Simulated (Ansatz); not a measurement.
Ansatz (an electronic-structure program) input for CH₃Cl₂Sn, SMILES [Cl][Sn+]([Cl])[CH3], charge +1, PBE-D3(BJ)/def2-SVP. 

Ansatz 0.2 input:
```yaml
crystal:
  periodic: [false, false, false]
  atoms:
    - {symbol: Sn, position_ang: [-0.19794423, -0.15063256, -0.03322786]}
    - {symbol: C, position_ang: [-1.89457532, -1.44132387, -0.32323633]}
    - {symbol: H, position_ang: [-1.54853014, -2.25505677, -0.97732858]}
    - {symbol: H, position_ang: [-2.68114227, -0.83036879, -0.78532537]}
    - {symbol: H, position_ang: [-2.17069982, -1.81279048, 0.67419923]}
    - {symbol: Cl, position_ang: [-0.11979201, 2.03652862, -0.72248339]}
    - {symbol: Cl, position_ang: [1.74714705, -0.79665878, 0.99832255]}
basis:
  gaussian:
    orbitals: def2-SVP
hamiltonian:
  xc: pbe
  dispersion: d3bj
total_charge: 1
relax: {f_tol: 0.002, max_steps: 200}
```

It prints:

```
WARN ansatz: RAYON_NUM_THREADS=1 ignored (pool sized by the plan → 1); use --threads N
Functional definition: PBE
integrals: 0.04 GiB planned
1013 factors; their error is unknown
mean field: 0.22 GiB planned
mean field evaluation 1: about -31924.1553 eV, gradient 6.8e1 eV
mean field evaluation 2: about -31885.8572 eV, gradient 1.2e2 eV
mean field evaluation 4: about -31935.4307 eV, gradient 1.7e1 eV
mean field evaluation 8: about -31936.3778 eV, gradient 1.6e-1 eV
mean field evaluation 16: about -31936.3395 eV, gradient 8.8e-5 eV
mean field -31936.33945702 eV, -1173.6388278170 hartree, gradient 1.3e-5 eV, S^2 0.000000; 0 other end points of the search recorded, 0 dependent functions left out
the calculation of the forces begins
reference -31936.33949096 eV, -1173.6388290645 hartree; 32, 32 occupied and 59, 59 virtual orbitals, 1013 factors
relax step   1: F+E_penalty+E_count = -31936.51337304 eV  Δ(F+E_penalty+E_count) = +0.000e0 eV  max|allowed force component| = 2.514e-1 eV/Å  Δτ_max = 0.0000 Å  (27 SCF iters, accepted)
these checks for a lower state are left out or cut short: starts, cluster_reference, orbital_swaps, neighbouring_geometries, increment
integrals: 0.04 GiB planned
1013 factors; their error is unknown
mean field: 0.22 GiB planned
mean field -31936.34353499 eV, -1173.6389776798 hartree, gradient 1.7e-5 eV, S^2 0.000000; 0 other end points of the search recorded, 0 dependent functions left out
the calculation of the forces begins
reference -31936.34356898 eV, -1173.6389789287 hartree; 32, 32 occupied and 59, 59 virtual orbitals, 1013 factors
relax step   2: F+E_penalty+E_count = -31936.51718366 eV  Δ(F+E_penalty+E_count) = -3.811e-3 eV  max|allowed force component| = 6.076e-2 eV/Å  Δτ_max = 0.0077 Å  (29 SCF iters, accepted)
these checks for a lower state are left out or cut short: starts, cluster_reference, orbital_swaps, neighbouring_geometries, increment
integrals: 0.04 GiB planned
1013 factors; their error is unknown
mean field: 0.22 GiB planned
mean field -31936.34386220 eV, -1173.6389897044 hartree, gradient 1.5e-5 eV, S^2 0.000000; 0 other end points of the search recorded, 0 dependent functions left out
the calculation of the forces begins
reference -31936.34389620 eV, -1173.6389909540 hartree; 32, 32 occupied and 59, 59 virtual orbitals, 1013 factors
relax step   3: F+E_penalty+E_count = -31936.51748669 eV  Δ(F+E_penalty+E_count) = -3.030e-4 eV  max|allowed force component| = 4.402e-3 eV/Å  Δτ_max = 0.0027 Å  (23 SCF iters, accepted)
these checks for a lower state are left out or cut short: starts, cluster_reference, orbital_swaps, neighbouring_geometries, increment
integrals: 0.04 GiB planned
1013 factors; their error is unknown
mean field: 0.21 GiB planned
mean field evaluation 32: about -31936.3814 eV, gradient 1.1e-1 eV
mean field -31936.34383696 eV, -1173.6389887769 hartree, gradient 5.7e-5 eV, S^2 0.000000; 0 other end points of the search recorded, 0 dependent functions left out
the calculation of the forces begins
reference -31936.34387096 eV, -1173.6389900264 hartree; 32, 32 occupied and 59, 59 virtual orbitals, 1013 factors
relax step   4: F+E_penalty+E_count = -31936.51749088 eV  Δ(F+E_penalty+E_count) = -4.195e-6 eV  max|allowed force component| = 2.211e-3 eV/Å  Δτ_max = 0.0007 Å  (19 SCF iters, accepted)
these checks for a lower state are left out or cut short: starts, cluster_reference, orbital_swaps, neighbouring_geometries, increment
integrals: 0.04 GiB planned
1013 factors; their error is unknown
mean field: 0.22 GiB planned
mean field -31936.34383864 eV, -1173.6389888385 hartree, gradient 2.7e-5 eV, S^2 0.000000; 0 other end points of the search recorded, 0 dependent functions left out
the calculation of the forces begins
reference -31936.34387264 eV, -1173.6389900880 hartree; 32, 32 occupied and 59, 59 virtual orbitals, 1013 factors
relax step   5: F+E_penalty+E_count = -31936.51749124 eV  Δ(F+E_penalty+E_count) = -3.535e-7 eV  max|allowed force component| = 9.835e-4 eV/Å  Δτ_max = 0.0001 Å  (17 SCF iters, accepted)
integrals: 0.04 GiB planned
1013 factors; their error is unknown
mean field: 0.22 GiB planned
mean field -31936.34383863 eV, -1173.6389888385 hartree, gradient 2.9e-5 eV, S^2 0.000000; 1 other end points of the search recorded, 0 dependent functions left out
the calculation of the forces begins
reference -31936.34387264 eV, -1173.6389900880 hartree; 32, 32 occupied and 59, 59 virtual orbitals, 1013 factors
Total energy: -31936.51752524 eV, -1173.6453717034 hartree
Atom 0 at    -0.199474    -0.151874    -0.033466 Å, force    -0.000500    -0.000345    -0.000062 eV/Å
Atom 1 at    -1.894283    -1.440690    -0.323238 Å, force     0.000774     0.000984     0.000094 eV/Å
Atom 2 at    -1.544002    -2.259990    -0.981971 Å, force    -0.000221    -0.000163     0.000112 eV/Å
Atom 3 at    -2.685653    -0.823864    -0.788652 Å, force    -0.000039    -0.000216     0.000022 eV/Å
Atom 4 at    -2.170729    -1.814682     0.682204 Å, force    -0.000037    -0.000263    -0.000159 eV/Å
Atom 5 at    -0.122155     2.041486    -0.725279 Å, force     0.000017     0.000015    -0.000026 eV/Å
Atom 6 at     1.750759    -0.800689     1.001323 Å, force     0.000008    -0.000011     0.000019 eV/Å
Dipole moment:    -0.707623    -0.547309    -0.118756 e Å
```

The run converged.
